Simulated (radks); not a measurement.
Values are calculated unless marked as measured or tabulated.
The titanium ion Ti2+ inside a hard spherical wall (all orbitals vanish at R), configuration held at [Ar] 3d2 and not refilled when levels cross. Code: a radial shooting solver on a logarithmic mesh with Libxc functionals. Model: scalar-relativistic Kohn-Sham, LDA (Slater exchange, VWN5 correlation), spin-unpolarised, spherical densities, finite nucleus; Fermi nuclear charge, rms radius 3.5921 fm. Eigenvalues in eV, with the zero of energy where the potential of the charges vanishes at infinity; a dash marks a level that is unbound or too diffuse for the functional's potential to be trusted. A positive occupied level is held by the wall or, in an anion where self-interaction has pushed it up, behind a barrier. The pressure on the wall is -dE/dV.

R (bohr),E (hartree),kinetic (hartree),e(2p),e(3s),e(3p),e(3d),"e(4s, empty)","e(4p, empty)",pressure (GPa)
free,-850.94726,857.648,-459.96,-78.271,-54.774,-19.932,-16.928,-12.340,0
15,-850.94726,857.648,-459.96,-78.271,-54.774,-19.932,-16.928,-12.340,< 0.0001
8,-850.94725,857.648,-459.96,-78.269,-54.773,-19.931,-16.918,-12.285,0.000788
6,-850.94670,857.654,-459.91,-78.228,-54.733,-19.888,-16.670,-11.652,0.0708
3.5,-850.88219,858.042,-457.78,-76.615,-53.161,-17.822,-7.471,1.146,25.4
3,-850.75567,858.764,-455.23,-74.855,-51.359,-15.325,2.845,13.412,114
2.5,-850.29489,861.231,-448.76,-70.514,-46.697,-9.209,26.650,39.701,638
